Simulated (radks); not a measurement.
Task: Coherent X-ray form factor from a spherical all-electron density. All-electron calculation, Dirac Kohn-Sham, PBE, spin-unpolarised, spherical densities, point nucleus. Program: a radial shooting solver on a logarithmic mesh with Libxc functionals.

sin(theta)/lambda (1/angstrom)  f0 (electrons)
0.05                                     6.907
0.1                                      6.639
0.15                                     6.229
0.2                                      5.725
0.25                                     5.173
0.3                                      4.618
0.4                                      3.617
0.5                                      2.849
0.6                                      2.317
0.8                                      1.741
1                                        1.484
1.25                                     1.292
1.5                                      1.126
2                                        0.816

The species is in the configuration that NIST lists as its ground one. Which atom or ion scatters so?

Result: The fluorine ion F2+, [He] 2s2 2p3. Extrapolating in s^2 from the first two rows gives f0(0) = 7.0, near the electron count 7; among species with that count, the fall with angle is slower the higher Z, and the table is that of Z = 9; from so few rows the species is fixed only to a neighbour or two.
